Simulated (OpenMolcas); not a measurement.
# N: Slater's ratio, thermal populations, worked from levels

* Program: OpenMolcas 26.06
* Basis: ANO-RCC-VQZP [5s4p3d2f1g]
* Scalar Hamiltonian: DKH2, point nucleus
* Active space: 5 electrons in 8 orbitals (2s 2p 3s 3p)
* State averaging: 2S+1 = 4 odd, 1 root; 2S+1 = 2 odd, 8 roots; 2S+1 = 4 even, 3 roots; 2S+1 = 2 even, 5 roots kept (CI in the orbitals of an earlier block, 0 in the spin-orbit step)
* Spin-orbit coupling: RASSI with atomic mean-field integrals over the reference wave functions, term energies averaged over their components

Methods: CASSCF; SS-CASPT2, IPEA 0.25 Eh, imaginary shift 0.1 Eh (closed shells correlated: 1s). Measured levels: NIST Handbook of Basic Atomic Spectroscopic Data.

**Slater's ratio.** With one set of orbitals, p3 has 2D* - 4S* = 9 F2 and 2P* - 2D* = 6 F2 (F2 = F²/25), a ratio of 2/3. Term energies are centres of gravity, weighted by 2J + 1.

| Source | 2D* - 4S* | 2P* - 4S* | F2 from the first | Ratio |
| --- | --- | --- | --- | --- |
| CASSCF | 22212 | 28505 | 2468 | 0.283 |
| SS-CASPT2 | 19690 | 28998 | 2188 | 0.473 |
| measured | 19228 | 28839 | 2136 | 0.500 |

Energies in cm-1. A ratio away from 2/3 shows effects beyond one configuration with one set of orbitals, and in heavier atoms second-order spin-orbit shifts. In CASSCF the valence s occupation is 1.94 in 2P* against 2.00 in 2D*: mixing out of s² acts most on 2P* and pulls it down.

**Thermal populations.** Z = Σ (2J + 1) exp(-E/kT) with k = 0.695035 cm-1/K, over the levels below. No other level of either list lies under 83200 cm-1, which is above 7 kT at each temperature.

| Level | 2J + 1 | SS-CASPT2 | measured |
| --- | --- | --- | --- |
| 2s2 2p3 4S* 3/2 | 4 | 0.0 | 0.0 |
| 2s2 2p3 2D* 3/2 | 4 | 19690 | 19233 |
| 2s2 2p3 2D* 5/2 | 6 | 19690 | 19224 |
| 2s2 2p3 2P* 1/2 | 2 | 29000 | 28839 |
| 2s2 2p3 2P* 3/2 | 4 | 29000 | 28839 |

```tsv
T (K)	Z, SS-CASPT2	Z, measured levels	Ground level (%), SS-CASPT2	Ground level (%), measured levels
8000	4.322	4.348	92.5	92.0
12000	5.129	5.186	78.0	77.1
```

At 12000 K, kT = 8340 cm-1, and the computed levels give Z = 4.000 + 0.377 + 0.566 + 0.062 + 0.124 = 5.129.

CASPT2 breaks the degeneracy within a term, and the mean is taken; among the terms shown or strongly mixed into the levels shown the widest spread is 55 cm-1 (2s2 2p3 2D*, SS-CASPT2). Active for correlation alone: 3p 3s; no level in the range computed is led by a configuration that fills them, so any true level of that kind is missing. Without dynamic correlation excited terms often stand tens of per cent too high (terms of higher spin than the ground term too low), and those without a measured partner can miss by more than the paired ones (holds for CASSCF). Computed and measured levels are paired by configuration, term and J; levels that our copy of the source lacks, or whose pairing is in doubt (as where it misses far off the trend of its configuration), stay unpaired and out of the deviations. Only configurations of the active space appear.

* marks odd parity.
